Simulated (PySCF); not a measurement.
Vertical excitations of a molecule CH₈FN₃Si from TDDFT-PBE0/def2-SVPD in PySCF, as energy in eV (oscillator strength): 6.34 (0.033), 6.46 (0.056), 6.88 (0.081), 7.20 (0.005), 7.22 (0.007), 7.56 (0.004), 7.65 (0.003), 7.73 (0.002), 7.86 (0.028), 7.94 (0.022). Lowest triplet (TDA): 6.09 eV. The structure is a stationary point at PBE0-D3(BJ)/def2-SVP. Other conformers were not sampled.

### Question
Which molecule gave these data?
A) NC[Si](N)(N)F
B) CN[Si](N)(N)F
C) N[Si](N)(N)CF

### Answer
C, N[Si](N)(N)CF
